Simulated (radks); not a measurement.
Neutral erbium inside a hard spherical wall (all orbitals vanish at R), configuration held at [Xe] 4f12 6s2 and not refilled when levels cross. All-electron calculation, scalar-relativistic Kohn-Sham, LDA (Slater exchange, VWN5 correlation), spin-polarised, spherical densities, point nucleus; open shells are filled with parallel spins first (spin-orbit coupling, left out, can overturn this in heavy ions). Program: a radial shooting solver on a logarithmic mesh with Libxc functionals. Eigenvalues in eV for spin up, with the zero of energy where the potential of the charges vanishes at infinity; a dash marks a level that is unbound or too diffuse for the functional's potential to be trusted. A positive occupied level is held by the wall or, in an anion where self-interaction has pushed it up, behind a barrier. The pressure on the wall is -dE/dV.

| R (bohr) | E (hartree) | kinetic (hartree) | e(5s) | e(5p) | e(4f) | e(6s) | e(6p, empty) | e(5d, empty) | pressure (GPa) |
|---|---|---|---|---|---|---|---|---|---|
| free | -13078.1651 | 14177.300 | -52.422 | -26.819 | -4.047 | -4.011 | -1.190 | -1.137 | 0 |
| 20 | -13078.1651 | 14177.300 | -52.422 | -26.819 | -4.047 | -4.011 | -1.190 | -1.136 | < 0.0001 |
| 15 | -13078.1651 | 14177.300 | -52.420 | -26.818 | -4.046 | -4.010 | -1.177 | -1.133 | 0.000118 |
| 12 | -13078.1648 | 14177.303 | -52.397 | -26.794 | -4.023 | -3.992 | -1.100 | -1.105 | 0.00424 |
| 7 | -13078.1288 | 14177.518 | -51.293 | -25.712 | -2.936 | -2.895 | 1.041 | 0.033 | 1.66 |
| 5 | -13077.9065 | 14178.434 | -48.602 | -23.141 | -0.192 | 1.386 | 7.855 | 3.171 | 25.1 |
| 4 | -13077.3819 | 14180.423 | -45.132 | -19.867 | 3.601 | 9.474 | 19.471 | 7.810 | 138 |
| 3.5 | -13076.6827 | 14183.081 | -41.770 | -16.594 | 7.491 | 18.876 | 32.032 | 12.615 | 384 |
| 1.5 | -13013.2027 | 14383.068 | 97.303 | 144.66 | 132.68 | 462.66 | 518.51 | 217.82 | 184000 |
